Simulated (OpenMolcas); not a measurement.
**Ni⁶⁺: effect of the basis set**

| Quantity | Value |
| --- | --- |
| Program | OpenMolcas 26.06 |
| Method | SS-RASPT2, IPEA 0.25 Eh, imaginary shift 0.1 Eh (closed shells correlated: 3s) |
| Active space | 10 electrons in 8 orbitals (RAS1 3p, at most 2 holes; RAS2 3d) |
| State averaging | 2S+1 = 5 even, 5 roots; 2S+1 = 3 even, 45 roots; 2S+1 = 1 even, 44 roots |
| Spin-orbit coupling | RASSI with atomic mean-field integrals over the reference wave functions, term energies averaged over their components |

A. ANO-RCC-VTZP [6s5p3d2f1g], DKH2, point nucleus; CASPT2 step about 80 core-seconds
B. ANO-R2 [6s5p4d2f1g], X2C, finite nucleus; CASPT2 step about 80 core-seconds
C. ANO-RCC-VQZP [7s6p4d3f2g1h], DKH2, point nucleus; CASPT2 step about 2.1 core-minutes

Energies in cm⁻¹ above 3d⁴ ⁵D₀, the measured ground level; measured values from Corliss and Sugar, J. Phys. Chem. Ref. Data 10, 197 (1981).

```csv
Level,A,B,C,Measured
3d⁴ ⁵D₀,0.0,0.0,0.0,0.0
3d⁴ ⁵D₁,300,290,289,279
3d⁴ ⁵D₂,866,840,835,804
3d⁴ ⁵D₃,1654,1606,1596,1520
3d⁴ ⁵D₄,2620,2550,2530,2392
3d⁴ ³P₀(1),30860,31260,30840,30077
3d⁴ ³H₄,32260,32540,32070,31672
3d⁴ ³P₁(1),32640,33000,32560,31836
3d⁴ ³H₅,32940,33210,32730,32286
3d⁴ ³H₆,33640,33890,33410,32877
3d⁴ ³F₂(1),35180,35480,35030,34247
3d⁴ ³F₃(1),35280,35590,35130,34317
3d⁴ ³P₂(1),35480,35780,35320,34555
3d⁴ ³F₄(1),35640,35930,35470,34576
3d⁴ ³G₃,39240,39520,39050,38160
3d⁴ ³G₄,39930,40210,39730,38746
3d⁴ ³G₅,40460,40720,40240,39247
3d⁴ ³D₃,48320,48650,48160,
3d⁴ ³D₂,48550,48880,48390,
3d⁴ ³D₁,48830,49150,48660,
3d⁴ ¹I₆,48930,49330,48620,
3d⁴ ¹G₄(1),48990,49330,48700,
3d⁴ ¹S₀,53410,53820,53210,
3d⁴ ¹D₂,60750,61260,60590,
```

Deviations, from unrounded energies. A percentage is the sum of absolute deviations over the sum of measured energies, with the sign that they share, or ± where signs differ.

```json
{"Against measurement": "mean absolute deviation (cm-1)", "Levels": "16", "A": "710", "B": "930", "C": "580"}
{"Against measurement": "fine structure of the ground term (%)", "Levels": "4", "A": "+8.9", "B": "+5.8", "C": "+5.2"}
{"Against measurement": "other terms of the ground configuration (%)", "Levels": "12", "A": "+2.7", "B": "+3.5", "C": "+2.2"}
```

C lies closest to measurement on these levels and B furthest from it. The largest miss of C in the table is 3d⁴ ³G₅, by +990 cm-1. The ranking rests on the paired levels alone, and a cruder setting can come out closer through cancelling errors.

Among A to C the level of the table that moves most is 3d⁴ ¹I₆, by 710 cm-1 (lowest in C, highest in B). Moves below CASPT2's spread within the term are not significant.

CASPT2 breaks the degeneracy within a term, and the mean is taken; among the terms shown or strongly mixed into the levels shown the widest spread is 220 cm-1 (3d⁴ ¹G(1), C). Active for correlation alone: 3p; no level in the range computed is led by a configuration that opens it, so any true level of that kind is missing. The CASPT2 spread within a term exceeds the gap to the next term for 3d⁴ ¹G(1) and 3d⁴ ³D, so the order of their levels is uncertain (figures for A; the like holds for B, C). Computed and measured levels are paired by configuration, term and J; levels that our copy of the source lacks, or whose pairing is in doubt (as where it misses far off the trend of its configuration), stay unpaired and out of the deviations. Levels of configurations outside the active space are missing. The table leaves out levels that lie high or whose names do not pair safely across all columns.

A number in round brackets counts repeated terms of one configuration in the order of the reference energies.
